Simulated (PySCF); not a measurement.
C₂HAlN₂O₂, SMILES O=C=[N][AlH][N]=C=O. Geometry optimised at PBE0-D3(BJ)/def2-SVP. The structure was generated by enumeration; whether it is a known compound was not checked. Other conformers were not sampled.

Task: Give the equilibrium geometry at PBE0-D3(BJ)/def2-SVP (PySCF confirms it by a frequency run) as Cartesian coordinates in Å, and its point group. (Estimate from the structure and the level; the computed values follow.)

Result: This is not unique; one that fits is point group C2v.
```xyz
8

Al     0.0000     0.0000     1.1440
H      0.0000     0.0000     2.7083
N      0.0000     1.5126     0.2269
C      0.0000     2.5402    -0.3968
O      0.0000     3.5389    -0.9997
N      0.0000    -1.5126     0.2269
C      0.0000    -2.5402    -0.3968
O      0.0000    -3.5389    -0.9997
```
Charge 0, spin multiplicity 1.
